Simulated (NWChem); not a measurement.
System: InH2Br; SMILES [Br][InH2]

NWChem input:

```
start job
memory heap 200 mb stack 900 mb global 1100 mb
geometry units angstroms noautoz
  In     0.000000     0.000000    -1.070445
  H      0.000000     1.577743    -1.745513
  H      0.000000    -1.577743    -1.745513
  Br     0.000000     0.000000     1.433841
end
basis spherical
  * library def2-svpd
end
ecp
  In library def2-ecp
end
dft
  xc pbe0
  iterations 150
end
tddft
  cis
  nroots 6
  notriplet
end
task tddft energy
```

All runs use the structure optimised with PBE0/def2-SVP. Not confirmed as a minimum by frequencies. def2 effective core potentials on In; no spin-orbit coupling.

Vertical excitations in the gas phase.

Q: Predict the main results of this run. (PBE0/def2-SVPD with def2 effective core potentials on In, TDA.) Quantities: lowest excitation, singlet (eV); oscillator strength of that lowest state; lowest state with f > 0.02, singlet (eV); oscillator strength of that bright state; orbital gap (eV).

A: 
* **lowest excitation, singlet (eV)**: 4.51
* **oscillator strength of that lowest state**: 0.000
* **lowest state with f > 0.02, singlet (eV)**: 5.22
* **oscillator strength of that bright state**: 0.032
* **orbital gap (eV)**: 5.76
